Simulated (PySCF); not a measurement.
## Excitation energy of Co²⁺ by level of theory

Co²⁺ [Ar] 3d7 (4F) → Co²⁺ [Ar] 3d6 4p1 (high-spin determinant), as a difference of total energies. Computed with PySCF 2.14 in aug-cc-pVQZ (9s8p6d4f3g2h, 140 functions), with the non-relativistic Hamiltonian (point nucleus). Correlated levels: valence: [Ar] frozen. The calculations carry no spin-orbit coupling.

```json
{"method": "UHF", "excitation energy (eV)": "10.980"}
{"method": "LDA", "excitation energy (eV)": "12.573"}
{"method": "PBE", "excitation energy (eV)": "12.446"}
{"method": "PBE0", "excitation energy (eV)": "12.318"}
{"method": "r2SCAN", "excitation energy (eV)": "12.325"}
{"method": "M06-2X", "excitation energy (eV)": "12.234"}
{"method": "r2SCANh", "excitation energy (eV)": "12.291"}
{"method": "BHandHLYP", "excitation energy (eV)": "12.288"}
{"method": "MP2 (valence)", "excitation energy (eV)": "12.543"}
{"method": "SCS-MP2 (valence)", "excitation energy (eV)": "12.874"}
```

**Question.** How much does correlation contribute at MP2 (valence)?

**Answer.** 12.543 − (10.980) = 1.563 eV, measured against UHF.

A first-order spin-orbit estimate (lowest level to lowest level, LS coupling) adds 0.071 eV.

The determinant of the upper state mixes LS terms, which raises its energy above the lowest term, most at the Hartree-Fock and MP2 levels.
